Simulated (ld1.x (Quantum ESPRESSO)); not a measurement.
Values are calculated unless marked as measured or tabulated.
# Potentials for Se compared

Generated with ld1.x 7.5 (TM, RRKJ, ultrasoft, PAW), atompaw 4.2 or ONCVPSP 4.0.1. The cutoff is in Ry: for ld1.x and atompaw files where the sum of valence levels is converged to 10 mRy in a Bessel basis, for ONCV files where the hardest occupied wave has 1 mHa per electron of residual kinetic energy. The error is the largest all-electron minus pseudo excitation energy over each file’s own four to seven test configurations (ionisations up to +4, promotions, holes and added fractions of an electron), all of which were solved. The labels leave out finer settings (local radius, basis sizes, second energies), which also bear on the numbers. Spin-polarised tests are not counted. The rows are a selection from randomly drawn settings: files with unsolved tests, undetermined cutoffs or missed reference levels are left out.

A true bound ghost makes a file unfit for plane-wave use even where its test errors are small: the radial tests pick states by their node count and pass the ghost by.

| potential | cutoff (Ry) | largest error (meV) | bound ghosts |
| --- | --- | --- | --- |
| TM, PBE, scalar-relativistic, rc 1.65/1.60/1.50 (spd), local p, core correction yes, reference 4s2 4p3.5 | 40 | -176 | d |
| PAW, PBE, scalar-relativistic, rc 1.75/2.10 (sp), local smoothed, core correction yes, reference 4s1 4p5 | 15 | -212 | none |

Fill in the row for Se: PAW, PBE, scalar-relativistic, rc 1.70/2.00/1.90 (spd), local smoothed, core correction yes, reference 4s2 4p4.

cutoff 15 Ry, largest error -283 meV, bound ghosts: none.

Fill in the row for Se: ultrasoft, PBE, scalar-relativistic, rc 1.60/2.00 (sp), local smoothed, core correction no, reference 4s2 4p4.

cutoff 15 Ry, largest error -82 meV, bound ghosts: none.

Fill in the row for Se: TM, Wu–Cohen, scalar-relativistic, rc 1.45/1.25/1.55 (spd), local smoothed, core correction no, reference 4s2 4p4.

cutoff 80 Ry, largest error +73 meV, bound ghosts: none.
